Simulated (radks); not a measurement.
Species: Nb4+. Configuration: [Kr] 4d1.

Calculated with a radial shooting solver on a logarithmic mesh with Libxc functionals: non-relativistic Kohn-Sham, PBEsol, spin-polarised, spherical densities, point nucleus; open shells are filled with parallel spins first (spin-orbit coupling, left out, can overturn this in heavy ions); relativity is left out, which matters for an element this heavy.

Energy parts (Ry):
| part | energy |
|---|---|
| total | -7499.94391 |
| kinetic | 7496.09668 |
| electron-nucleus | -17740.22419 |
| Hartree | 2970.52833 |
| exchange-correlation | -226.34474 |

Orbitals (lengths in bohr, moments of r in powers of bohr):
\begin{tabular}{lrrrrr}
orbital & occ. & eigenvalue (Ry) & <1/r> & <r> & <r^4> \\ \hline
1s down & 1 & -1352.016 & 40.47 & 0.03722 & 8.711e-06 \\
1s up & 1 & -1352.016 & 40.47 & 0.03722 & 8.711e-06 \\
2s up & 1 & -189.0943 & 9.102 & 0.1630 & 0.001668 \\
2s down & 1 & -189.0838 & 9.102 & 0.1630 & 0.001667 \\
2p up & 3 & -174.0551 & 9.095 & 0.1398 & 0.001123 \\
2p down & 3 & -174.0474 & 9.096 & 0.1398 & 0.001123 \\
3s up & 1 & -34.29618 & 3.136 & 0.4551 & 0.08714 \\
3s down & 1 & -34.29046 & 3.136 & 0.4551 & 0.08709 \\
3p up & 3 & -28.58279 & 3.043 & 0.4509 & 0.09144 \\
3p down & 3 & -28.57623 & 3.043 & 0.4509 & 0.09136 \\
3d up & 5 & -18.13606 & 2.858 & 0.4318 & 0.09830 \\
3d down & 5 & -18.12616 & 2.858 & 0.4317 & 0.09809 \\
4s up & 1 & -7.41170 & 1.163 & 1.162 & 3.445 \\
4s down & 1 & -7.35156 & 1.167 & 1.159 & 3.418 \\
4p up & 3 & -5.78461 & 1.059 & 1.260 & 4.985 \\
4p down & 3 & -5.71952 & 1.063 & 1.257 & 4.953 \\
4d up & 1 & -3.25947 & 0.8207 & 1.589 & 14.13 \\
4d down & 0 & -3.18772 & 0.8219 & 1.589 & 14.23 \\
\end{tabular}

The highest occupied level is 4d up at -44.347 eV. Summed over all electrons, <r^2> = 21.13 bohr^2, which gives a Langevin (diamagnetic) susceptibility term of -16.7 x 10^-6 cm^3/mol. The electron density at the nucleus is 4.795e+04 e/bohr^3. The spin density at the nucleus is -0.5522 e/bohr^3 (1s -0.0050, 2s -0.1241, 3s 0.0393, 4s -0.4624). The density falls to 0.001 e/bohr^3 at r = 2.99 bohr. Virial ratio -V/T = 2.00051. For comparison, the ionisation energy in NIST's Atomic Spectra Database is 50.573 eV (measured). In exact Kohn-Sham theory the highest level is minus the ionisation energy, but local and semilocal functionals leave it too shallow, through self-interaction and a potential that decays too fast; potentials with the right tail come closer. Spin moment in Bohr magnetons: 1.
